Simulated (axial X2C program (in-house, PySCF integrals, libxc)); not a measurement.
## SbP⁻ along the bond: HF, two-component

Calculated with an axial X2C code built on PySCF integrals. Two-component (2c) means X2C with spin–orbit coupling and atomic mean-field two-electron Coulomb and Gaunt terms. Basis: Sb dyall-acv3z [12s13p9d5f1g], P dyall-av3z [9s8p3d2f] (cores contracted in-house); Gaussian nuclei, density fitting, unrestricted open shells. Masses: Sb 120.904 u, P 30.974 u.

State: Ω = 1/2 (⟨Sz⟩ = -0.50, ⟨Lz⟩ = 1.00 at HF). Dipoles are positive if P is the positive end and refer to the centre of mass.

```
R (Å)   μ (D)  HOMO (eV)  LUMO (eV)
2.082  -2.458      -0.88       3.69
2.151  -2.373      -1.01       3.67
2.219  -2.255      -1.11       3.65
2.288  -2.124      -1.19       3.63
2.368  -1.974      -1.26       3.60
2.448  -1.846      -1.31       3.58
2.551  -1.738      -1.36       3.55
2.677  -1.693      -1.40       3.53
```

(1) The minimum lies at 2.379 Å. What is the dipole moment there?

One determinant describes the state; a PBE0 search over occupations chose it and may have missed a lower one. The determinant is spin-polarised beyond a pure state at some levels (its spin-free form has ⟨S²⟩ too high), which makes Re and μ there less reliable. The LUMO of an anion is an unbound level whose energy the basis sets.

Answers

(1) At HF, 2c, with the sign and origin stated: μ = -1.95 D.
